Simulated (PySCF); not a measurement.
Si(Cl)(F)2(NCO) (CClF2NOSi), SMILES O=C=N[Si](F)(F)Cl. Atoms are numbered in the order given.

```xyz
7

O      0.4257     3.4553     0.0000
C      0.1546     2.3223     0.0000
N     -0.1363     1.1553     0.0000
Si    -0.3697    -0.5105     0.0000
F     -1.2183    -0.9325     1.2905
F     -1.2183    -0.9325    -1.2905
Cl     1.3956    -1.5136     0.0000
```

The structure is a stationary point at B3LYP-D3(BJ)/def2-SVP. This is a generated structure with no PubChem entry under its InChIKey; it may be hypothetical. One conformer was computed; it need not be the lowest.

Computed with B3LYP-D3(BJ)/def2-SVP (PySCF).

Frequencies are harmonic and unscaled.

Computed harmonic wavenumbers and intensities:
```
mode  ν (cm⁻¹)  IR (km/mol)  Raman (Å⁴/amu)  depolarisation  moving atoms (share of kinetic energy)
----  --------  -----------  --------------  --------------  --------------------------------------
1           43          0.1             3.0            0.74         O 36 %, Cl 30 %, N 19 %, F 10 %
2           53          0.1             2.1            0.75                  F 35 %, N 33 %, O 29 %
3          214          0.8             0.8            0.75                  F 67 %, Cl 19 %, N 9 %
4          216          1.9             0.4            0.71                 N 38 %, F 33 %, Cl 19 %
5          301         34.4             2.4            0.62            F 61 %, O 11 %, C 8 %, N 8 %
6          324         21.6             0.6            0.75                 F 40 %, N 30 %, Si 21 %
7          332         29.3             1.7            0.45         F 42 %, Cl 32 %, N 16 %, Si 8 %
8          530         41.4             7.6            0.03        Cl 29 %, F 29 %, Si 22 %, O 11 %
9          618         26.5             0.1            0.73                  C 71 %, O 15 %, N 13 %
10         620         37.4             0.2            0.75                  C 71 %, O 15 %, N 14 %
11         698        367.2             1.4            0.47                 Si 68 %, O 14 %, Cl 9 %
12         917        222.4             1.6            0.03                         F 55 %, Si 43 %
13         993        165.5             0.6            0.75                         F 51 %, Si 49 %
14        1561         83.9            24.0            0.25                          N 58 %, O 37 %
15        2467       1504.8             0.0               –                  C 70 %, N 18 %, O 12 %
```
